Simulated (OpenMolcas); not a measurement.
# Rh4+: ligand-field states by method

Rh4+ with 6 ligands (fluoride) in octahedral coordination (Oh) at 1.91 Å. A charge of +0.333 e stands 2.4 Å behind each ligand. Ligand basis ANO-RCC-VDZP.
```
Rh    0.0000    0.0000    0.0000
F     1.9100    0.0000    0.0000
F     0.0000    1.9100    0.0000
F    -1.9100    0.0000    0.0000
F     0.0000   -1.9100    0.0000
F     0.0000    0.0000    1.9100
F     0.0000    0.0000   -1.9100
```

```yaml
Program: OpenMolcas
Basis: ANO-RCC-VDZP [6s5p3d1f]
Scalar_Hamiltonian: DKH2, point nucleus
Active_space: 5 electrons in 5 orbitals (4d)
State_averaging: 2S+1 = 6 even, 1 root; 2S+1 = 4 even, 24 roots; 2S+1 = 2 even, 75 roots
Spin-orbit_coupling: state interaction with AMFI integrals over the reference wave functions
```

I. CASSCF
II. SS-CASPT2, IPEA 0.25 Eh, imaginary shift 0.1 Eh (closed shells correlated: 4s 4p and the ligand valence shells)

Spin-free states (labels of O, the rotations of Oh) in cm-1, each column counted from its own energy of the first state listed:

```tsv
State	Degeneracy	I	II
2T2	3	0	0
2S+1 = 4	3	13211	18410
6A1	1	15793	30700
2S+1 = 4	3	19437	22900
2S+1 = 2	3	23666	24680
```

From I to II, I's first state of the same spin (2S+1 = 2) moves from 23666 to 24680 cm-1, by about +1000 cm-1.

From I to II, I's first state of another spin (2S+1 = 4) moves from 13211 to 18410 cm-1, by about +5200 cm-1.

I: A least-squares ligand-field fit to the states below 45000 cm-1, each weighted by its degeneracy and with a free common offset, gives 10Dq = 28103 cm-1, B = 758 cm-1 and C = 3065 cm-1 (C/B = 4.04), with an rms deviation of 517 cm-1. The same method and metal basis give the free ion B = 999 cm-1 (fit to its terms below 60000 cm-1, rms deviation 26 cm-1), so the nephelauxetic ratio is β = 758 / 999 = 0.76; it hangs on how both fits weigh the states, and computed free-ion B values tend to be too large, so β mixes covalency with correlation.

II: A least-squares ligand-field fit to the states below 45000 cm-1, each weighted by its degeneracy and with a free common offset, gives 10Dq = 27728 cm-1, B = 548 cm-1 and C = 1768 cm-1 (C/B = 3.22), with an rms deviation of 498 cm-1. The same method and metal basis give the free ion B = 864 cm-1 (fit to its terms below 60000 cm-1, rms deviation 789 cm-1), so the nephelauxetic ratio is β = 548 / 864 = 0.63; it hangs on how both fits weigh the states, and computed free-ion B values tend to be too large, so β mixes covalency with correlation.

From I to II, 10Dq changes by -1 %, B by -28 % and C by -42 %.

χT at 300 K: I 0.53, II 0.53 cm3 K/mol.

Roots that are degenerate in the reference are averaged as groups; the widest CASPT2 spread within a group is 680 cm-1 (the 3-fold group of multiplicity 2 near 56000 cm-1 above the lowest state of its run, II). Shifts and gaps below about the spread of the groups concerned are not significant. Over all roots computed the reference weight is 0.66 to 0.69 in II; a low but even weight reflects the number of correlated electrons. An orbital triplet at a regular site is open to Jahn-Teller coupling, which can distort the site and quench the lowest spin-orbit gaps and is left out. The least metal-like active orbital is 71 % on the metal (Löwdin) and no ligand orbital is active, so the numbers are rough. Ligand-to-metal charge-transfer states are missing. With no ligand orbital active B as a rule stays too high, so bands that hang on it stand too high and its fall with covalency is understated. Without dynamic correlation the repulsion within the d shell is too large (B by tens of per cent), so at a given field states of lower spin stand too high (holds for I). With metal d orbitals alone the field can be off either way by tens of per cent (holds for I). With one d shell and no ligand orbital active, 10Dq can be off by a tenth or more (holds for II). No measured value stands beside these numbers; the geometry is a model, was not optimised and need not be the one that this ion takes.
